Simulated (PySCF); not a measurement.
Ga(I)2(OH) (GaHI2O), SMILES [I][Ga]([OH])[I]. Atoms are numbered in the order given.

```xyz
5

Ga     0.7460     0.0085     0.0000
I     -0.4391    -2.1703     0.0000
I     -0.4328     2.1698     0.0000
O      2.5190     0.0712     0.0000
H      2.9345    -0.8030     0.0000
```
Charge 0, spin multiplicity 1.

The structure is a stationary point at r2SCAN-D4/def2-SVP. The structure was generated by enumeration; whether it is a known compound was not checked. The def2 effective core potentials stand for the cores of I; spin–orbit coupling is left out. The values are those of a single conformer.

Computed with PBE/def2-TZVP run with PySCF.

ESP charges are fitted to the potential on shells at 1.4 to 2.0 van der Waals radii. Atomic charges (e):

```csv
atom,Löwdin,ESP fit
Ga1,___,0.36
I2,___,-0.12
I3,___,-0.07
O4,___,-0.53
H5,___,0.36
```

Task: Complete the blanks. (Estimate from the structure and the level; the computed values follow.)

Result: 
- Ga1, Löwdin: -0.48
- I2, Löwdin: 0.22
- I3, Löwdin: 0.25
- O4, Löwdin: -0.16
- H5, Löwdin: 0.18
